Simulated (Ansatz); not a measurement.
A CCSD(T) single point on `[SiH3][OH+][In-]([Cl])([Cl])[Cl]`.

```yaml
crystal:
  periodic: [false, false, false]
  atoms:
    - {symbol: Si, position_ang: [0.487016, -1.350002, 0.918390]}
    - {symbol: O, position_ang: [0.711213, 0.090770, 0.053453]}
    - {symbol: In, position_ang: [-0.861619, 1.429489, -0.900752]}
    - {symbol: Cl, position_ang: [-2.338193, -0.281516, -1.421298]}
    - {symbol: Cl, position_ang: [0.679801, 2.121428, -2.497897]}
    - {symbol: Cl, position_ang: [-1.417527, 2.853860, 0.828919]}
    - {symbol: H, position_ang: [1.657389, -1.510770, 1.811751]}
    - {symbol: H, position_ang: [0.393556, -2.484437, -0.025629]}
    - {symbol: H, position_ang: [-0.764829, -1.131964, 1.665557]}
    - {symbol: H, position_ang: [1.536392, 0.211840, -0.429594]}
basis:
  gaussian: {orbitals: def2-SVP}
correlation: {method: ccsd_t}
```

```sh
$ ansatz run in.yaml --threads 4 --pin off --events-out ev --progress --plain --max-ram 11315MiB
```

Output of Ansatz, abridged:

```
Functional definition: HF
1314 factors; integrals over basis functions are off by at most 1.2e-3 eV
mean field evaluation 1: about -52609.7358 eV, gradient 3.3e1 eV
mean field evaluation 2: about -52609.7600 eV, gradient 3.3e1 eV
mean field evaluation 4: about -52612.5350 eV, gradient 2.8e0 eV
mean field evaluation 8: about -52612.5618 eV, gradient 7.7e-5 eV
mean field -52612.56175312 eV, -1933.4759823520 hartree, gradient 2.0e-6 eV, S^2 0.000000; 0 other end points of the search recorded, 0 dependent functions left out
25 core orbitals not correlated: weight in the atoms' cores, before any rotation towards them, 1.000 or more for the frozen orbitals, at most 0.000 for the correlated occupied ones
reference -52612.56175312 eV, -1933.4759823520 hartree; 24, 24 occupied and 83, 83 virtual orbitals, 1314 factors
second order -20.89110195 eV of doubles, -0.00000000 eV of singles
cycle   1  -22.04186004 eV  change    -1.2e0 eV  update   9.8e-2
cycle   2  -22.54871453 eV  change   -5.1e-1 eV  update   2.8e-2
cycle   3  -22.64116965 eV  change   -9.2e-2 eV  update   1.3e-2
cycle   4  -22.63609296 eV  change    5.1e-3 eV  update   2.8e-3
cycle   5  -22.63489780 eV  change    1.2e-3 eV  update   8.3e-4
cycle   6  -22.63468771 eV  change    2.1e-4 eV  update   2.5e-4
cycle   7  -22.63461509 eV  change    7.3e-5 eV  update   8.0e-5
cycle   8  -22.63463476 eV  change   -2.0e-5 eV  update   2.7e-5
perturbative correction -0.48231740 eV, -0.0177248375 hartree
Total energy: -52635.67870529 eV, -1934.3255146749 hartree
```

It took 17 s on 4 threads of an Arm Neoverse V2 on a shared host, with 0.81 GiB of host memory at the peak.

The correlation energy is -23.117 eV, 2.1 % of it from (T); the T1 diagnostic reads 0.0095.
